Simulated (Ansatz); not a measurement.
```xyz
10

Si   -0.799    1.176   -0.584
N     0.450    0.488    0.442
C     0.769   -0.807    0.448
C     0.473   -1.983   -0.224
O     1.677   -1.392    1.088
H    -1.720    0.069   -0.919
H    -1.476    2.233    0.203
H    -0.213    1.767   -1.811
H     1.060    1.060    1.012
H    -0.221   -2.611    0.345
```

Charge 0, multiplicity 1. The bonds changed during the relaxation, so this is another structure than the one it started from.

List the PBE/def2-TZVPP orbital energies in eV (Ansatz 0.2.0). (An estimate is asked.)

The calculation gave: Occupied: -1780.66, -510.90, -381.82, -271.98, -269.82, -138.38, -95.15, -95.09, -95.08, -27.16, -23.40, -17.63, -15.29, -14.28, -12.15, -11.68, -10.86, -9.63, -9.19, -9.16, -7.71, -7.39, -5.14. Lowest empty: -2.54, -1.09, -0.83, 0.00, 0.43, 0.61, 0.79, 1.69.
